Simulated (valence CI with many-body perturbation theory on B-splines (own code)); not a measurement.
**E1 line list for Pm⁵⁵⁺**

Calculated by configuration interaction combined with many-body perturbation theory (CI+MBPT): four valence electrons over a frozen Dirac-Fock core [He], radial functions for each j: 11 s, 11 p, 9 d, 7 f, 5 g, 2 h, 1 i, with the one-electron correlation potential Σ1 (screened to all orders), the two-electron term Σ2, the three-electron term Σ3, Breit, model QED; selected single and double excitations, second order for the rest (own B-spline code, finite nucleus).

The last digits are not significant, and no measured levels were compared; by estimate large intervals hold to a few tenths of a per cent, small ones and those within an open d or f shell to about a per cent. Among the levels kept, up to 280 cm⁻¹ of a level comes from second order outside the variational space, and about a tenth of that is noise between levels of different J, which matters for small intervals.

Lines 201 to 250 of 263 in falling wavelength, among levels below 7864.8 eV, chosen from the strongest by gf and those to the six lowest levels. Wavelengths and rates use the calculated energies. Electric multipoles are in the length gauge, E1 and E2 with the static RPA response of the core. Weak lines are less certain than strong ones. Lines between different terms over intervals too small for the method are left out, as are lines whose strength nearly cancels. The highest levels of a list are the least certain.

Levels are named by their leading jj configuration (3d3/2^4 stands for four electrons in 3d with j = 3/2), which in mixed levels can hold well under half, so a name can repeat and another be missing. Letters in brackets count levels of one name in rising energy.

```tsv
λ vac (Å)	Upper	Lower	A (s⁻¹)	log gf	Branch %
1.790	(2s 2p1/2 2p3/2 3d3/2) J=2 [c]	(2s 2p1/2^2 2p3/2) J=1	6.29e+12	-1.82	4.2
1.787	(2s 2p1/2 2p3/2 3p1/2) J=2 [b]	(2s^2 2p1/2 2p3/2) J=2	1.27e+14	-0.52	92.5
1.785	(2s 2p1/2 2p3/2 3d5/2) J=1 [b]	(2s 2p1/2^2 2p3/2) J=1	3.34e+14	-0.32	43.3
1.784	(2s 2p1/2 2p3/2 3d5/2) J=2 [b]	(2s 2p1/2^2 2p3/2) J=1	1.09e+14	-0.59	18.0
1.783	(2s 2p1/2 2p3/2 3d3/2) J=3 [b]	(2s 2p1/2^2 2p3/2) J=2	5.83e+14	0.29	91.8
1.782	(2s 2p1/2 2p3/2 3p1/2) J=2 [b]	(2s^2 2p1/2 2p3/2) J=1	8.53e+12	-1.69	6.2
1.782	(2s 2p1/2 2p3/2 3d3/2) J=2 [b]	(2s 2p1/2^2 2p3/2) J=2	8.32e+14	0.30	85.3
1.782	(2s 2p1/2 2p3/2 3d5/2) J=0	(2s 2p1/2^2 2p3/2) J=1	4.09e+14	-0.71	41.2
1.782	(2s 2p1/2 2p3/2 3d3/2) J=1 [b]	(2s 2p1/2^2 2p3/2) J=2	1.01e+15	0.16	92.0
1.781	(2s 2p1/2 2p3/2 3d3/2) J=2 [d]	(2s 2p1/2^2 2p3/2) J=1	5.41e+14	0.11	76.9
1.780	(2s 2p1/2 2p3/2 3p1/2) J=1 [b]	(2s^2 2p1/2 2p3/2) J=2	8.82e+13	-0.90	25.7
1.780	(2s 2p1/2 2p3/2 3d3/2) J=1 [d]	(2s 2p1/2^2 2p3/2) J=1	3.58e+14	-0.29	44.9
1.780	(2s 2p1/2 2p3/2 3p1/2) J=2 [c]	(2s^2 2p1/2 2p3/2) J=2	2.18e+14	-0.29	62.5
1.779	(2s 2p1/2 2p3/2 3d3/2) J=0 [b]	(2s 2p1/2^2 2p3/2) J=1	4.28e+14	-0.69	60.3
1.778	(2s 2p1/2 2p3/2 3d5/2) J=2 [a]	(2s 2p1/2^2 2p3/2) J=2	2.63e+12	-2.20	0.6
1.776	(2s 2p1/2 2p3/2 3d5/2) J=3 [a]	(2s 2p1/2^2 2p3/2) J=2	5.92e+13	-0.71	6.1
1.776	(2s 2p1/2 2p3/2 3p1/2) J=0	(2s^2 2p1/2 2p3/2) J=1	3.35e+14	-0.80	99.2
1.776	(2s 2p1/2 2p3/2 3p1/2) J=1 [b]	(2s^2 2p1/2 2p3/2) J=1	2.45e+14	-0.46	71.2
1.776	(2s^2 2p1/2 3d3/2) J=1	(2s^2 2p1/2^2) J=0	7.12e+14	0.00	85.2
1.776	(2s^2 2p3/2 3d3/2) J=2	(2s^2 2p1/2 2p3/2) J=2	1.60e+14	-0.42	39.4
1.775	(2p1/2^2 2p3/2 3p1/2) J=2	(2s 2p1/2^2 2p3/2) J=2	1.26e+12	-2.52	0.4
1.775	(2s 2p1/2 2p3/2 3p1/2) J=2 [c]	(2s^2 2p1/2 2p3/2) J=1	1.26e+14	-0.53	36.0
1.775	(2s 2p1/2 2p3/2 3d5/2) J=1 [a]	(2s 2p1/2^2 2p3/2) J=2	1.29e+13	-1.74	2.6
1.774	(2s^2 2p3/2 3d3/2) J=3	(2s^2 2p1/2 2p3/2) J=2	5.69e+14	0.27	99.8
1.774	(2p1/2^2 2p3/2 3p1/2) J=1	(2s 2p1/2^2 2p3/2) J=2	8.71e+12	-1.91	6.9
1.773	(2s^2 2p3/2 3d3/2) J=1	(2s^2 2p1/2 2p3/2) J=2	7.32e+13	-0.98	11.6
1.772	(2s 2p1/2 2p3/2 3d3/2) J=2 [c]	(2s 2p1/2^2 2p3/2) J=2	1.77e+12	-2.38	1.2
1.771	(2s^2 2p3/2 3d3/2) J=2	(2s^2 2p1/2 2p3/2) J=1	2.11e+14	-0.30	51.9
1.770	(2s 2p1/2 2p3/2 3d3/2) J=3 [c]	(2s 2p1/2^2 2p3/2) J=2	4.46e+12	-1.83	13.7
1.770	(2s 2p1/2 2p3/2 3p1/2) J=1 [c]	(2s^2 2p1/2 2p3/2) J=2	1.04e+14	-0.84	79.8
1.769	(2s^2 2p3/2 3d3/2) J=1	(2s^2 2p1/2 2p3/2) J=1	3.80e+14	-0.27	60.2
1.769	(2s 2p1/2 2p3/2 3d5/2) J=3 [b]	(2s 2p1/2^2 2p3/2) J=2	8.55e+12	-1.55	1.3
1.768	(2s^2 2p3/2 3d3/2) J=0	(2s^2 2p1/2 2p3/2) J=1	4.70e+14	-0.66	99.9
1.766	(2s 2p1/2 2p3/2 3p1/2) J=1 [c]	(2s^2 2p1/2 2p3/2) J=1	2.14e+13	-1.52	16.5
1.764	(2s^2 2p3/2 3d5/2) J=2	(2s^2 2p1/2 2p3/2) J=2	5.78e+12	-1.87	1.1
1.764	(2s 2p1/2 2p3/2 3d3/2) J=2 [d]	(2s 2p1/2^2 2p3/2) J=2	1.13e+12	-2.58	0.2
1.762	(2s 2p1/2 2p3/2 3d3/2) J=1 [d]	(2s 2p1/2^2 2p3/2) J=2	2.07e+12	-2.54	0.3
1.760	(2s^2 2p3/2 3d5/2) J=3	(2s^2 2p1/2 2p3/2) J=2	2.86e+13	-1.03	2.7
1.760	(2s^2 2p3/2 3d5/2) J=2	(2s^2 2p1/2 2p3/2) J=1	2.70e+12	-2.20	0.5
1.758	(2s 2p1/2 2p3/2 3p3/2) J=3 [a]	(2s^2 2p1/2 2p3/2) J=2	6.32e+12	-1.69	5.5
1.758	(2s 2p1/2 2p3/2 3d5/2) J=3 [c]	(2s 2p1/2^2 2p3/2) J=2	4.04e+12	-1.88	2.2
1.754	(2s^2 2p3/2 3d5/2) J=1	(2s^2 2p1/2 2p3/2) J=1	2.57e+13	-1.45	3.6
1.754	(2s 2p1/2 2p3/2 3p3/2) J=2 [a]	(2s^2 2p1/2 2p3/2) J=2	6.90e+12	-1.80	4.3
1.752	(2s 2p1/2 2p3/2 3p3/2) J=1 [a]	(2s^2 2p1/2 2p3/2) J=1	1.38e+14	-0.72	62.4
1.749	(2s 2p1/2 2p3/2 3p3/2) J=2 [a]	(2s^2 2p1/2 2p3/2) J=1	1.49e+14	-0.47	92.0
1.749	(2s 2p1/2 2p3/2 3p3/2) J=2 [b]	(2s^2 2p1/2 2p3/2) J=2	1.43e+14	-0.48	90.1
1.747	(2s 2p1/2 2p3/2 3p3/2) J=1 [b]	(2s^2 2p1/2 2p3/2) J=2	2.05e+14	-0.55	85.3
1.746	(2s 2p1/2 2p3/2 3p3/2) J=0 [a]	(2s^2 2p1/2 2p3/2) J=1	2.68e+14	-0.91	99.4
1.745	(2s 2p1/2 2p3/2 3p3/2) J=2 [b]	(2s^2 2p1/2 2p3/2) J=1	3.76e+12	-2.07	2.4
1.744	(2s 2p1/2 2p3/2 3p3/2) J=3 [b]	(2s^2 2p1/2 2p3/2) J=2	1.48e+14	-0.32	95.0
```

Task: How does gf follow from A for the line at 1.773 Å?

Result: gf = 1.4992 × (2J+1)_upper × A / σ², with σ = 56397475 cm⁻¹ and 2J+1 = 3: gf = 0.104.
